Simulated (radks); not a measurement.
The numbers below are computed, except where a source is named.
Task: All-electron atom: Tl I in [Hg] 6p1 (the NIST ground configuration). Code: a radial shooting solver on a logarithmic mesh with Libxc functionals. Model: scalar-relativistic Kohn-Sham, exchange-only B88, spin-unpolarised, spherical densities, point nucleus. Some entries of the table are withheld. Estimate them.

| orbital | occ. | eigenvalue (eV) | <r> (bohr) |
|---|---|---|---|
| 1s | 2 | -85645.96 | 0.01631 |
| 2s | 2 | -15248.22 | 0.06873 |
| 2p | 6 | (1) | 0.06234 |
| 3s | 2 | -3638.619 | 0.1775 |
| 3p | 6 | -3024.104 | 0.1793 |
| 3d | 10 | -2388.114 | 0.1624 |
| 4s | 2 | -811.0560 | 0.3916 |
| 4p | 6 | -609.6803 | 0.4176 |
| 4d | 10 | -373.8794 | 0.4398 |
| 5s | 2 | -130.0317 | 0.8766 |
| 4f | 14 | -112.9359 | (2) |
| 5p | 6 | -75.0745 | 1.007 |
| 5d | 10 | -14.4944 | 1.395 |
| 6s | 2 | -8.8178 | 2.499 |
| 6p | 1 | -1.8457 | 4.044 |

Result: 
(1) 2p eigenvalue (eV): -13112.42
(2) 4f <r> (bohr): 0.4677
